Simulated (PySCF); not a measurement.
# A survey of ²⁹Si NMR shifts

PySCF 2.14.0 with density-fitted response routines calculation with GFN2-xTB geometry and shielding tensors at PBE0/pcSseg-1 (GIAO); gas phase, equivalent nuclei averaged, no relativistic terms, a single conformation.

Shieldings were converted by a linear fit to measured shifts: ²⁹Si: δ = 279.94 − 0.822σ (rms 8.9 ppm, 72 shifts, 25.8 ppm with the 6 outliers that the fit left out vs TMS, solution or neat liquid). Occasional misses reach two or three times the rms, and more in compound classes unlike the fitted ones.

**Question.** Give the ²⁹Si shifts of `C=CN([SiH2]S[SiH3])C(C)C`, `C=C(SC)[Si@H](C)C[SiH2]N`, `C=C(C)[Si@@H](CC)S[SiH2]N`, `[SiH3]COC[SiH](P)P`, `C[SiH2]CO[SiH](P)P`, `CO[C@@H](C)[SiH2]Cl`.

**Answer.** 
```
                                                           compound                       environment  δ (ppm)
   [CH2:1]=[CH:2][N:3]([SiH2:4][S:5][SiH3:6])[CH:7]([CH3:8])[CH3:9]  Si4: silicon bonded to N, S, 2 H    -28.1
   [CH2:1]=[CH:2][N:3]([SiH2:4][S:5][SiH3:6])[CH:7]([CH3:8])[CH3:9]     Si6: silicon bonded to S, 3 H    -59.6
 [CH2:1]=[C:2]([S:3][CH3:4])[Si@H:5]([CH3:6])[CH2:7][SiH2:8][NH2:9]     Si5: silicon bonded to 3 C, H    -26.4
 [CH2:1]=[C:2]([S:3][CH3:4])[Si@H:5]([CH3:6])[CH2:7][SiH2:8][NH2:9]  Si8: silicon bonded to C, N, 2 H    -35.0
[CH2:1]=[C:2]([CH3:3])[Si@@H:4]([CH2:5][CH3:6])[S:7][SiH2:8][NH2:9]  Si4: silicon bonded to 2 C, S, H    -17.9
[CH2:1]=[C:2]([CH3:3])[Si@@H:4]([CH2:5][CH3:6])[S:7][SiH2:8][NH2:9]  Si8: silicon bonded to N, S, 2 H    -27.8
                 [SiH3:1][CH2:2][O:3][CH2:4][SiH:5]([PH2:6])[PH2:7]  Si5: silicon bonded to C, 2 P, H    -16.9
                 [SiH3:1][CH2:2][O:3][CH2:4][SiH:5]([PH2:6])[PH2:7]     Si1: silicon bonded to C, 3 H    -70.9
                 [CH3:1][SiH2:2][CH2:3][O:4][SiH:5]([PH2:6])[PH2:7]  Si5: silicon bonded to O, 2 P, H      7.5
                 [CH3:1][SiH2:2][CH2:3][O:4][SiH:5]([PH2:6])[PH2:7]   Si2: silicon bonded to 2 C, 2 H    -42.8
                                                CO[C@@H](C)[SiH2]Cl      silicon bonded to C, Cl, 2 H    -24.8
```
